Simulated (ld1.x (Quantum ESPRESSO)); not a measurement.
Transferability test, TM semilocal potential for chromium (Cr)

Cr (Z = 24), norm-conserving Troullier–Martins (semilocal form), made with ld1.x (Quantum ESPRESSO) 7.5 (PBE, non-relativistic). Core [Ne], reference 3s2 3p6 3d4 4s2 4p0. Waves: 3s (bound): rc 1.20 bohr; 3d (bound): rc 2.15 bohr; 3p (bound): rc 1.00 bohr. Local part: the p channel. Core correction: Bessel-smoothed model core inside 0.65 bohr.

Occupied shells without a wave of their own: 4s. They enter only through the test configuration that unscreens the potential, and ld1.x also counts them in the model core charge.

Energies are relative to the spin-unpolarised reference configuration 3s2 3p6 3d4 4s2 4p0; without spin polarisation the order of configurations can differ from experiment.

ld1.x takes every shell without a wave as core, so the model core holds the 4s electrons as well and exchange and correlation see them twice. This cancels in the reference configuration, but the file is broken for other ones, and its errors say nothing about a proper core correction.

| valence configuration | charge | ΔE all-electron (eV) | error AE − PS (meV) |
| --- | --- | --- | --- |
| 3s2 3p6 3d5 4s1 4p0 | 0 | -0.122 | -179 |
| 3s2 3p6 3d5 4s0 4p0 | +1 | 6.657 | -742 |
| 3s2 3p6 3d4 4s0 4p0 | +2 | 22.810 | -1446 |
| 3s2 3p6 3d5 4s0.5 4p0 | +0.5 | 2.531 | -391 |
| 3s2 3p6 3d3 4s0 4p0 | +3 | 53.743 | -2146 |
| 3s2 3p6 3d4 4s1 4p0 | +1 | 7.994 | -452 |
| 3s1 3p6 3d5 4s1 4p0 | +1 | 78.680 | -838 |

Levels in the configuration 3s1 3p6 3d5 4s1 4p0:

```
level  all-electron (eV)  pseudo (eV)
   3s            -85.936      -87.190
   3p            -58.347      -59.410
   3d            -15.077      -15.587
   4s            -11.426      -12.178
```
